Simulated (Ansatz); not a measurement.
A search over several starts for the lowest SCF solution of Na5 at the given spin, in a small basis.

```yaml
crystal:
  periodic: [false, false, false]
  atoms:
    - {symbol: Na, position_ang: [2.576723, -2.402970, 1.006953]}
    - {symbol: Na, position_ang: [-0.018925, -0.013529, -0.017445]}
    - {symbol: Na, position_ang: [1.679970, -2.419137, -2.226680]}
    - {symbol: Na, position_ang: [-3.385107, 1.318060, 0.667636]}
    - {symbol: Na, position_ang: [-0.852661, 3.517577, 0.569537]}
basis:
  gaussian: {orbitals: def2-SVP}
magnetization: {spin_polarized: true, initial_magnetization: 1}
hamiltonian: {xc: pbe0}
output: {orbitals: {seedname: orbitals}}
```

```sh
$ ansatz run in.yaml --threads 4 --pin off --events-out ev --progress --plain --max-ram 3916MiB
```

Shortened log:

```
Functional definition: PBE0
675 factors; integrals over basis functions are off by at most 7.9e-4 eV
mean field evaluation 1: about -22058.6521 eV, gradient 2.6e0 eV
mean field evaluation 2: about -22058.7087 eV, gradient 2.1e0 eV
mean field evaluation 4: about -22058.8466 eV, gradient 3.0e-1 eV
mean field evaluation 8: about -22058.9630 eV, gradient 5.3e-2 eV
mean field evaluation 16: about -22058.9634 eV, gradient 1.2e-3 eV
mean field evaluation 32: about -22058.9634 eV, gradient 3.9e-5 eV
mean field evaluation 64: about -22058.8773 eV, gradient 5.9e-1 eV
mean field -22058.96341131 eV, -810.6519532632 hartree, gradient 9.1e-6 eV, S^2 0.769947; 9 other end points of the search recorded, 0 dependent functions left out
reference -22058.96344946 eV, -810.6519546651 hartree; 28, 27 occupied and 47, 48 virtual orbitals, 675 factors
Total energy: -22058.96344946 eV, -810.6519546651 hartree
```

Run time 15 s (4 threads of Arm Neoverse V1 on a shared host).

The structure comes from a short search, and lower isomers may exist.
